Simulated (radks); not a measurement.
Valence configurations of the krypton ion Kr+ (all share [Ar]). Method: scalar-relativistic Kohn-Sham, r2SCAN, spin-unpolarised, spherical densities, finite nucleus; meta-GGA in the generalised Kohn-Sham scheme; Fermi nuclear charge, rms radius 4.1884 fm; computed with a radial shooting solver on a logarithmic mesh with Libxc functionals. Energies are relative to 3d10 4s2 4p5; eigenvalues in eV.

valence           E (eV)    e(3d)    e(4p)    e(4s)
3d10 4s2 4p5       0.000  -94.821  -19.970  -34.922
3d10 4s1.5 4p5.5   7.488  -95.617  -20.304  -35.311
3d10 4s1 4p6      15.003  -96.403  -20.629  -35.688
3d9.5 4s2 4p5.5   38.853  -101.57  -20.933  -36.341
3d9.5 4s1.5 4p6   46.568  -102.34  -21.257  -36.718
3d9 4s2 4p6       80.626  -108.43  -21.891  -37.741

NIST lists [Ar] 3d10 4s2 4p5 as the ground configuration; this level of theory agrees among the configurations tried. The energies are those of spherical spin-averaged densities, not of single terms.
